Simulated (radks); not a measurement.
Problem. V4+, configuration [Ar] 3d1 (the NIST ground configuration). All-electron calculation, Dirac Kohn-Sham, PBE, spin-unpolarised, spherical densities, point nucleus; open shells are shared between the two j in proportion to 2j + 1. Program: a radial shooting solver on a logarithmic mesh with Libxc functionals. Some entries of the table are withheld. Estimate them.

orbital,occ.,eigenvalue (Ry),<r> (bohr)
1s1/2,2,-398.3197,0.06644
2s1/2,2,-48.47613,0.3080
2p1/2,2,-41.50528,(1)
2p3/2,4,-40.98391,(2)
3s1/2,2,(3),0.9222
3p1/2,2,(4),0.9640
3p3/2,4,(5),0.9709
3d3/2,0.4,-4.06012,(6)
3d5/2,0.6,-4.05288,(7)

Solution. 
(1) 2p1/2 <r> (bohr): 0.2722
(2) 2p3/2 <r> (bohr): 0.2749
(3) 3s1/2 eigenvalue (Ry): -9.05870
(4) 3p1/2 eigenvalue (Ry): -7.12906
(5) 3p3/2 eigenvalue (Ry): -7.06200
(6) 3d3/2 <r> (bohr): 1.080
(7) 3d5/2 <r> (bohr): 1.082
